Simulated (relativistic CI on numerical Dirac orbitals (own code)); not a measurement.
**Hyperfine structure of Dy LV, mass number 161**

Method of calculation: Dirac-Coulomb-Breit CI, separate exchange-only KLI orbitals for each configuration, QED by a radiative potential, unscaled Slater integrals (own radial code, finite nucleus).

CI space (outside the closed core [Ne]): 3s², 3s3p, 3p², 3s3d, 3d², 3p3d, 3p4s, 3d4s, 3s4s, 3s4p, 3s4d, 3s4f, 3s5s, 3s5p, 3s5d, 4s². Levels of other configurations are missing.

Nuclear spin I = 5/2, μ = -0.479 μN, Q = 2.51 b (tables of Stone and Pyykkö). The electronic factors are computed for point nuclear moments, without core polarisation or the Bohr-Weisskopf and QED corrections.

| Level | E (eV) | A (GHz) | B (GHz) |
| --- | --- | --- | --- |
| 3s3p ³P°1 | 129.523 | -450 | -112 |
| 3s3p ³P°2 | 331.518 | -194.7 | 743 |
| 3s3p ¹P°1 | 364.689 | 130.6 | 478 |
| 3p² ¹D2 | 481.359 | -84.87 | 662 |
| 3p² ³P1 | 482.713 | 19.92 | 372 |
| 3s3d ³D1 | 517.675 | 154.1 | 66.6 |
| 3s3d ³D2 | 527.041 | -153.8 | 130 |
| 3s3d ³D3 | 566.493 | -120.6 | 168 |

Levels with J = 0, under 50 % of one LS term, or S terms without an open s electron are left out. Small factors come from cancelling terms and can be off by tens of per cent or more.

At this charge energies of transitions that change n are usually good to better than 1 %, and those within a shell (Δn = 0) to a few per cent.

Task: Give the hyperfine levels of 3s3p ³P°1 relative to its centre of gravity.

Result: With K = F(F + 1) − I(I + 1) − J(J + 1), E = AK/2 + B[¾K(K + 1) − I(I + 1)J(J + 1)]/[2I(2I − 1)J(2J − 1)]: F = 3/2: 1497, F = 5/2: 539.3, F = 7/2: -1153 GHz.

LS names give the leading component of a level, which can be under half, so a name can repeat, a term be missing and a line seem to break the LS rules.
